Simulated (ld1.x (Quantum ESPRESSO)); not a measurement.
Configuration tests for holmium (Ho) (TM semilocal)

```json
{"Element": "Ho (Z = 67)", "Generator": "ld1.x (Quantum ESPRESSO) 7.5", "Type": "norm-conserving Troullier–Martins (semilocal form)", "Functional": "BLYP", "Relativity": "scalar-relativistic", "Frozen core": "[Kr]", "Valence charge": "31", "Reference configuration": "4d10 4f10 5s2 5p6 5d1 6s2 6p0", "Partial waves": "5s (bound): rc 1.80 bohr; 5p (bound): rc 2.50 bohr; 4d (bound): rc 0.55 bohr; 4f (bound): rc 0.80 bohr", "Local potential": "the f channel", "Core correction": "none"}
```

Occupied shells without a wave of their own: 5d, 6s. They enter only through the test configuration that unscreens the potential.

Energies are relative to the spin-unpolarised reference configuration 4d10 4f10 5s2 5p6 5d1 6s2 6p0; without spin polarisation the order of configurations can differ from experiment. The frozen-core shift is the all-electron ΔE with the core orbitals held at their reference shape minus the fully relaxed ΔE.

Task: Give the all-electron excitation energy and the error of the potential for: 4d10 4f11 5s2 5p6 5d0 6s2 6p0; 4d10 4f11 5s2 5p6 5d0 6s1 6p0; 4d10 4f11 5s2 5p6 5d0 6s0 6p0; 4d10 4f10 5s2 5p6 5d0 6s2 6p0; 4d10 4f11 5s2 5p6 5d0 6s0 6p1; 4d10 4f11 5s2 5p6 5d0.5 6s1.5 6p0; 4d10 4f11 5s2 5p6 5d1 6s1 6p0.

Result:

```csv
valence configuration,charge,ΔE all-electron (eV),error AE − PS (meV),frozen-core shift (meV)
4d10 4f11 5s2 5p6 5d0 6s2 6p0,0,-4.491,+98,+70
4d10 4f11 5s2 5p6 5d0 6s1 6p0,+1,1.779,-493,+75
4d10 4f11 5s2 5p6 5d0 6s0 6p0,+2,13.732,-1471,+81
4d10 4f10 5s2 5p6 5d0 6s2 6p0,+1,5.607,-68,-0.1
4d10 4f11 5s2 5p6 5d0 6s0 6p1,+1,5.408,-9483,+76
4d10 4f11 5s2 5p6 5d0.5 6s1.5 6p0,0,-3.102,-57,+70
4d10 4f11 5s2 5p6 5d1 6s1 6p0,0,-1.688,-208,+70
```

Levels in the configuration 4d10 4f11 5s2 5p6 5d0 6s0 6p1:

| level | all-electron (eV) | pseudo (eV) |
| --- | --- | --- |
| 4d | -166.784 | -174.498 |
| 4f | -10.846 | -18.529 |
| 5s | -58.182 | -65.635 |
| 5p | -33.621 | -40.970 |
| 6p | -6.108 | -0.311 |

These tests converged, but a pseudo level misses the all-electron one widely, so the file describes the atom poorly there or has found another state: 4d10 4f11 5s2 5p6 5d0 6s1 6p0: empty 6p by 3.5 eV; 4d10 4f11 5s2 5p6 5d0 6s0 6p0: empty 6p by 7.3 eV; 4d10 4f11 5s2 5p6 5d0 6s0 6p1: 4f by 7.7 eV (a node warning on the way). ld1.x printed “convergence not achieved” for 7 of the counted tests; their residual had stalled under 1e-8, short of the target of 1e-14. The 5d, 6s levels have no wave, so the channel is fitted at the deeper level alone: the likely source of the large errors. A variational frozen-core shift is positive and of second order in the change. This column holds negative values, so the frozen-core run of ld1.x carries numerical noise or an error of first order here, and the column gives no more than the rough size of the effect.

A Bessel basis up to 400 Ry misses an occupied level by 0.04 Ry, so cutoffs and ghosts were not judged. The potential misses its own reference levels by up to 0.6 eV.
